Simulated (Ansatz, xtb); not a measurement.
**GeH7PSi: which of two isomers lies lower**

Structure I: `[SiH3][PH][GeH3]`, a singlet. Structure II: `[SiH3][GeH2][PH2]`, a singlet. Both are isolated molecules in the gas phase, relaxed with B3LYP/6-31G*; the shapes shown needn't be the lowest conformers.

I (Å):

```xyz
10

Ge   -0.3835   -1.3770    0.1324
P     1.6241   -0.4093   -0.6061
Si    0.9299    1.7538   -0.7161
H     2.1227    2.6247   -0.8942
H     0.1771    2.2177    0.4821
H     0.0544    1.8906   -1.9103
H     2.1960   -0.2996    0.6964
H    -0.0825   -2.8235    0.5872
H    -1.0453   -0.6060    1.3008
H    -1.3637   -1.4181   -1.0620
```

II (Å):

```yaml
atoms:
  - { symbol: Ge, position_ang: [1.2572, -0.4729, -0.0530] }
  - { symbol: P, position_ang: [-0.4100, -1.8397, 0.9050] }
  - { symbol: Si, position_ang: [0.4871, 1.6438, -0.8899] }
  - { symbol: H, position_ang: [1.6073, 2.4384, -1.4661] }
  - { symbol: H, position_ang: [-0.1344, 2.4283, 0.2120] }
  - { symbol: H, position_ang: [-0.5363, 1.4276, -1.9490] }
  - { symbol: H, position_ang: [2.3398, -0.2682, 1.0385] }
  - { symbol: H, position_ang: [1.9104, -1.3045, -1.1875] }
  - { symbol: H, position_ang: [-0.9839, -0.7953, 1.6885] }
  - { symbol: H, position_ang: [-1.3388, -1.6595, -0.1622] }
```

Quicker runs give these differences E(II) − E(I): GFN2-xTB −1.03 kcal/mol; HF/STO-3G −0.82 kcal/mol (at GFN2-xTB geometries); r2SCAN-D4/def2-SVP +1.41 kcal/mol (at GFN2-xTB geometries).

Problem. Estimate E(II) − E(I) at the level CCSD(T)/def2-TZVP.

Solution. Too close to call at this level: CCSD(T)/def2-TZVP gives E(II) − E(I) = +0.98 kcal/mol.

How the difference moves with the method:

```tsv
level	geometry	E(II) − E(I) (kcal/mol)	departure from the last row (kcal/mol)	job, with rough time for the two
GFN2-xTB	GFN2-xTB	−1.03	−2.01	optimisation, 0.15 s
HF/STO-3G	GFN2-xTB	−0.82	−1.81	single point, 0.36 s
r2SCAN-D4/def2-SVP	GFN2-xTB	+1.41	+0.43	single point, 2.4 s
B3LYP/6-31G*	B3LYP/6-31G*	−0.36	−1.34	optimisation, 29 s
HF/def2-TZVP	B3LYP/6-31G*	+1.43	+0.44	part of the CCSD(T) run
MP2/def2-TZVP	B3LYP/6-31G*	+1.95	+0.97	part of the CCSD(T) run
CCSD(T)/def2-TZVP	B3LYP/6-31G*	+0.98		single point, 33 s
```

As drawn, II has 1 Ge–Si, 1 P–H in place of 1 P–Si, 1 Ge–H.

The largest departure from CCSD(T)/def2-TZVP is that of GFN2-xTB, 2.01 kcal/mol.

With harmonic frequencies from B3LYP/6-31G* (ideal gas, rigid rotor, one conformer each, 298.15 K, 1 atm): on the last row, ΔE + ΔZPE = +1.05, ΔH = +1.22, ΔG = +0.98 kcal/mol.

The correlated steps freeze 19 core orbitals; the filled d shell of Ge is correlated, in a basis made for valence electrons. Mirror images aren't counted in ΔG. Run with Ansatz 0.2.0, xtb 6.7.1; the last row on 2 threads of Intel(R) Xeon(R) 6975P-C (Granite Rapids) on a shared host.
